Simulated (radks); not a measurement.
Results of a calculation; reference values are marked as such.
Problem. Species: the iridium ion Ir+. Configuration: [Xe] 4f14 5d7 6s1. Code: a radial shooting solver on a logarithmic mesh with Libxc functionals. Model: Dirac Kohn-Sham, PBE, spin-unpolarised, spherical densities, finite nucleus; open shells are shared between the two j in proportion to 2j + 1; Fermi nuclear charge, rms radius 5.4032 fm.

Spin-orbit splittings of the eigenvalues, e(l+1/2) - e(l-1/2), with zeta = 2 splitting/(2l+1) and mean radii in bohr:

| shell | occ. | splitting (eV) | zeta (eV) | <r> j=l-1/2 | <r> j=l+1/2 |
|---|---|---|---|---|---|
| 2p | 6 | 1627 | 1085 | 0.06017 | 0.06848 |
| 3p | 6 | 356.3 | 237.6 | 0.1801 | 0.1954 |
| 3d | 10 | ? | ? | 0.1705 | 0.1752 |
| 4p | 6 | 84.27 | 56.18 | 0.4267 | 0.4604 |
| 4d | 10 | 15.64 | 6.258 | 0.4719 | 0.4832 |
| 4f | 14 | 3.119 | 0.8912 | 0.5314 | 0.5391 |
| 5p | 6 | 13.56 | 9.043 | 1.065 | 1.165 |
| 5d | 7 | 1.266 | 0.5065 | 1.633 | 1.698 |

Estimate the 3d splitting.

Solution. 77.01 eV (zeta = 30.80 eV).
